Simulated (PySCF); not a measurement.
C6H14O3, SMILES COCCOCCOC.

Geometry optimised at PBE-D3(BJ)/def2-SVP. Other conformers were not sampled.

Two levels are set side by side: PBE/def2-SVP (PySCF) and B3LYP/def2-SVP (PySCF). Same geometry, gas phase. Differences are taken from unrounded values.

| quantity | B3LYP |
|---|---|
| orbital gap (eV) | 8.25 |
| highest occupied level (eV) | -6.70 |
| lowest empty level (eV) | 1.54 |
| dipole moment (D) | 1.22 |
| mean polarisability (bohr³) | 80.5 |

Problem. What does PBE give, and how far is it from B3LYP? (The exact figures need the calculation; the answer reports its results.)

Solution. 
| quantity | PBE | PBE minus B3LYP |
|---|---|---|
| orbital gap (eV) | 6.32 | -1.93 |
| highest occupied level (eV) | -5.36 | 1.34 |
| lowest empty level (eV) | 0.96 | -0.58 |
| dipole moment (D) | 1.11 | -0.10 |
| mean polarisability (bohr³) | 83.3 | 2.8 |

Without exact exchange PBE keeps part of each electron's self-repulsion, which lifts occupied levels and narrows the gap. PBE's more diffuse valence density responds more strongly to a field. Differences between two approximate levels are no errors against the true value.

Rough cost on one machine, each run with all the roots and properties that it gave: B3LYP against PBE within a factor of 2.
